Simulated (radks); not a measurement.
The numbers below are computed, except where a source is named.
Problem. These are the eigenvalues of the occupied orbitals of an atom or ion with whole-number occupations (eV). Level of theory: scalar-relativistic Kohn-Sham, PBE, spin-unpolarised, spherical densities, point nucleus (a radial shooting solver on a logarithmic mesh with Libxc functionals).

orbital  eigenvalue
1s        -13329.50
2s        -1744.381
2p        -1539.851
3s        -249.2911
3p        -184.7059
3d         -77.9169
4s         -30.3953
4p         -17.4707

Which element is it, and in what charge state? The configuration may be excited.

Solution. Z = 35, bromine, charge +1: Br+ in [Ar] 3d10 4s2 4p4. The list shows which subshells hold electrons but not how many an open one holds; the 1s level, -489.85 hartree, gives Z - s = 31.3 by -(Z - s)^2/2, which with screening and relativity narrows Z to a few neighbours, and the depths of the outer levels then fix element, charge and occupations together.
